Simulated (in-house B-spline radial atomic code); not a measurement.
Radial electron density of Zr+, [Kr] 4d2 5s1. Level of theory: scalar-relativistic (X2C) LC-wPBE, spin-polarised, spherical fractional occupations, exact exchange averaged over the configuration, Fermi nucleus of rms radius 4.2694 fm; calculated with an all-electron radial atomic-structure program (B-spline basis).

One-electron X2C: radii and densities carry no picture-change correction, so inner-shell <1/r> comes out high (for 1s by about 2 % at Z = 33, 5 % at 54, 10 % at 75, 30 % at 118) and <r> low.

Columns: r (bohr), 4πr²n(r) (electrons per bohr), bar.

```
 0.00118    1.266 #
 0.00146    1.809 #
 0.00181    2.583 ##
 0.00224    3.654 ###
 0.00278    5.156 ####
 0.00344    7.175 #####
 0.00426    9.883 #######
 0.00528    13.43 ##########
 0.00654    17.92 #############
 0.00811    23.41 #################
    0.01    29.55 #####################
  0.0124    36.29 ##########################
  0.0154    42.75 ###############################
  0.0191     47.8 ###################################
  0.0237    50.37 ####################################
  0.0293    49.82 ####################################
  0.0363    46.71 ##################################
   0.045     43.1 ###############################
  0.0558    42.22 ##############################
  0.0691    46.36 #################################
  0.0856    54.39 #######################################
   0.106    60.92 ############################################
   0.131    59.83 ###########################################
   0.163    50.08 ####################################
   0.202     39.6 #############################
    0.25    37.37 ###########################
    0.31    42.92 ###############################
   0.384    45.55 #################################
   0.476    37.41 ###########################
   0.589    23.23 #################
    0.73    12.77 #########
   0.904    9.547 #######
    1.12     9.28 #######
    1.39    7.656 ######
    1.72    4.796 ###
    2.13    2.476 ##
    2.64    1.282 #
    3.27   0.7195 #
    4.05   0.3601 
    5.02   0.1317 
    6.22  0.03134 
    7.71 0.004241 
    9.55 0.0002887 
    11.8 8.545e-06
```

On this grid the curve has 3 maxima, near 0.0237, 0.106, 0.384 bohr.

The 5s up radial function P(r) = rR(r), positive near the nucleus:

| r (bohr) | P |
| --- | --- |
| 0.0005 | 0.006828 |
| 0.000768 | 0.009883 |
| 0.00118 | 0.01423 |
| 0.00181 | 0.02031 |
| 0.00278 | 0.02865 |
| 0.00426 | 0.0395 |
| 0.00654 | 0.05273 |
| 0.01 | 0.06638 |
| 0.0154 | 0.07584 |
| 0.0237 | 0.07082 |
| 0.0363 | 0.03782 |
| 0.0558 | -0.03065 |
| 0.0856 | -0.1071 |
| 0.131 | -0.1111 |
| 0.202 | 0.02755 |
| 0.31 | 0.1849 |
| 0.476 | 0.08252 |
| 0.73 | -0.2334 |
| 1.12 | -0.2589 |
| 1.72 | 0.2018 |
| 2.64 | 0.6034 |
| 4.05 | 0.4976 |
| 6.22 | 0.1632 |
| 9.55 | 0.01636 |
